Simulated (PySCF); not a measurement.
Isomers of C5H8ClF. Level of theory: PBE0-D3(BJ)/def2-SVP geometry optimisation, gas phase in PySCF 2.14.0. One conformer each; no zero-point energy, no entropy. No frequencies were run at this level. Point groups hold within 0.08 Å.

Problem. Order them by energy at this level, lowest first, and give relative energies in kJ/mol.
A. `[CH3:1]/[C:2]([F:3])=[C:4](/[CH3:5])[CH2:6][Cl:7]` with C2–C4–C6–Cl7 111°
B. `[CH3:1][C@@H:2]1[CH2:3][C@H:4]([Cl:5])[C@@H:6]1[F:7]` with C1–C2–C3–C4 -101°, C2–C3–C4–Cl5 100°, C3–C4–C6–F7 136°, C1–C2–C6–C4 102°

Solution. A (0.0), B (18.6).

As drawn, the lower has a C=C bond outside aromatic rings, which the higher lacks; the higher has a four-membered ring, which the lower lacks.

| SMILES | E (Eh) | E rel (kJ/mol) | dipole (D) | point group | A, B, C (MHz) |
| --- | --- | --- | --- | --- | --- |
| C/C(F)=C(/C)CCl | -754.54394 | 0.0 | 1.96 | C1 | 3494, 1238, 1007 |
| C[C@@H]1C[C@H](Cl)[C@@H]1F | -754.53686 | 18.6 | 2.76 | C1 | 2847, 1868, 1622 |

Problem. As an exercise, what shares would exp(−E/RT) give at 500 K from these electronic energies alone (no entropy, no degeneracies)?

Solution. RT = 4.157 kJ/mol: C/C(F)=C(/C)CCl 98.9 %, C[C@@H]1C[C@H](Cl)[C@@H]1F 1.1 %.
